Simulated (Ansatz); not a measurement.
A nudged elastic band was laid between two geometries of C2H5AlClF (10 atoms, charge 0, multiplicity 1).

Level of theory: RKS PBE0/6-31G* (Ansatz).

| Quantity | Value |
| --- | --- |
| movable images | 3 |
| climbing image | yes |
| spring | 5.0 eV/Å² |
| optimiser | quadratic models (default) |
| start path | IDPP |
| force threshold | 0.05 eV/Å |
| iteration limit | 60 |
| end points | relaxed |

First end point:

```xyz
10
Properties=species:S:1:pos:R:3
F -1.808 1.850 0.233
Al -0.791 0.976 1.208
C 0.397 -0.345 0.368
C 0.283 -0.445 -1.134
Cl 1.409 -1.681 -1.833
H -0.845 1.268 2.767
H 0.193 -1.322 0.829
H 1.429 -0.100 0.655
H -0.717 -0.745 -1.456
H 0.534 0.494 -1.633
```

Last end point:

```xyz
10
Properties=species:S:1:pos:R:3
F -1.917 1.800 0.332
Al -0.488 1.128 0.856
C -0.164 -0.778 0.379
C 0.539 -0.640 -0.946
Cl 1.038 1.167 -1.156
H 0.284 1.888 2.017
H -1.080 -1.368 0.270
H 0.481 -1.264 1.119
H 1.487 -1.167 -1.056
H -0.096 -0.817 -1.813
```

Question: What changes between the two ends?

Answer: Bonds formed: Al2–Cl5. The dihedral H7–C3–C4–H9 goes from 61 to -111°.

Question: What energy profile does the band end with?

Answer: The run converged. The highest image is number 1 of 0 to 4, 17.3 kJ/mol above the first end and 37.4 kJ/mol above the last; the last end lies 20.0 kJ/mol below the first. Another band between the same ends (7 images) ends at a top of the same energy, where a vibrational analysis finds 1 clearly imaginary mode. So few images can step over the top or miss a turn of the path.

| image | path coordinate (Å) | energy (kJ/mol) | Al2–Cl5 (Å) | dihedral H7–C3–C4–H9 (°) |
| --- | --- | --- | --- | --- |
| 0 | 0.00 | 0.0 | 4.60 | 61 |
| 1 | 1.99 | 17.3 | 4.22 | -1 |
| 2 | 3.29 | 3.9 | 3.67 | -45 |
| 3 | 4.58 | -10.7 | 2.91 | -74 |
| 4 | 5.87 | -20.0 | 2.53 | -111 |

Question: What is the geometry of the highest image?

Answer: 
```xyz
10
Properties=species:S:1:pos:R:3
F -1.124 2.256 0.069
Al -0.513 1.165 1.160
C 0.163 -0.521 0.418
C 0.160 -0.590 -1.113
Cl 1.820 -0.744 -1.800
H -0.539 1.569 2.694
H -0.409 -1.363 0.834
H 1.180 -0.669 0.803
H -0.396 -1.456 -1.478
H -0.260 0.301 -1.585
```

The band took 12 iterations and of the order of 2.4 core-minutes.

Run time: 75 s on 2 threads of Intel(R) Xeon(R) Platinum 8488C (Sapphire Rapids), on a shared host, peak memory 0.23 GiB.
